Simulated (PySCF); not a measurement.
F3Te, multiplicity 2. Atoms are numbered in the order given.

```xyz
4

Te     0.0000     0.0000    -0.2561
F      0.0000    -1.9718    -0.0901
F      0.0000     0.0000     1.6596
F      0.0000     1.9718    -0.0901
```
Charge 0, spin multiplicity 2.

Geometry optimised at B3LYP-D3(BJ)/def2-SVP. The multiplicity is an assumed one; other spin states were not compared. The isomer is the one that the SMILES or the coordinates give; other isomers of the formula were not compared. The def2 effective core potentials stand for the cores of Te; spin–orbit coupling is left out.

Method: CAM-B3LYP/def2-TZVPD in PySCF.

Mulliken values depend strongly on the basis, most of all with diffuse functions as here. ESP charges are fitted to the potential on shells at 1.4 to 2.0 van der Waals radii. Atomic charges (e):

```csv
atom,ESP fit,Mulliken,Mulliken spin
Te1,0.96,1.47,0.90
F2,-0.37,-0.53,0.04
F3,-0.22,-0.40,0.02
F4,-0.37,-0.53,0.04
```
